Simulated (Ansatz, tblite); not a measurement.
Cost and result up the ladder for BiH2(OMe) (CH5BiO) (8 atoms). Total charge 0; singlet. Geometry: r2SCAN-D4/def2-TZVP.

```xyz
8

Bi   -1.3873    0.3337    0.9674
H    -1.6162   -1.1539    1.9481
H    -0.6616    1.1365    2.4042
O     0.4686   -0.3163    0.2543
C     0.7271   -0.0478   -1.1085
H     0.0111   -0.5357   -1.7874
H     1.7219   -0.4443   -1.3359
H     0.7364    1.0278   -1.3422
```

Ansatz on 4 threads of Arm Neoverse V1 on a shared host; xTB runs through tblite on one thread. Times are rough, summed over both states, and most runs start from the orbitals of an earlier one. PBE0-D4/def2-TZVP serves as the yardstick here, not as an exact answer. The other state is a doublet.

In the def2 sets Bi takes a core potential; there is no spin–orbit coupling. The xTB rows come from tblite. HOMO above LUMO, or a gap near zero within one spin, warns that the state may not be the lowest or that an electron is smeared out.

Raw xTB energies of ions are shifted by several eV.

```tsv
level	functions	wall time	vertical IE (eV)	difference from PBE0-D4/def2-TZVP (eV)	remarks
GFN2-xTB	17	0.005 s	13.72	4.43	–
GFN1-xTB	22	0.024 s	14.24	4.95	–
PBE-D4/def2-TZVP	142	3.5 s	9.10	-0.19	gap within one spin near zero (+1 doublet)
PBE0-D4/def2-TZVP	142	6.9 s	9.29	0.00	–
r2SCAN-D4/def2-TZVP	142	12 s	9.18	-0.11	–
```
